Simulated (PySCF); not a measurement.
Input file for PySCF: R-B3LYP/6-311+G** on ClH2NSi (SMILES N[Si]Cl), a point of a torsion scan.

```python
from pyscf import gto, scf, dft, mp
from pyscf.data.elements import chemcore

mol = gto.M(
    atom='''
    N    -0.77760418   -0.07972627    0.17960661
    Si    0.77524128   -0.69762882    0.62052287
    Cl    1.83687533   -0.69465250   -1.20364789
    H    -0.93360709    0.91747513    0.22602292
    H    -1.18538964   -0.42022165   -0.68621825
    ''',
    basis='6-311+g**',
    charge=0, spin=0, verbose=3, max_memory=1800)
mf = dft.RKS(mol, xc='b3lyp')
mf.conv_tol = 1e-8
mf.max_cycle = 100
mf.kernel()
if not mf.converged:
    mf = mf.newton().run(mf.mo_coeff, mf.mo_occ)
```

The log:

```
converged SCF energy = -805.752628383087
```

Self-consistency was reached.

Cost: roughly 8 core-seconds.
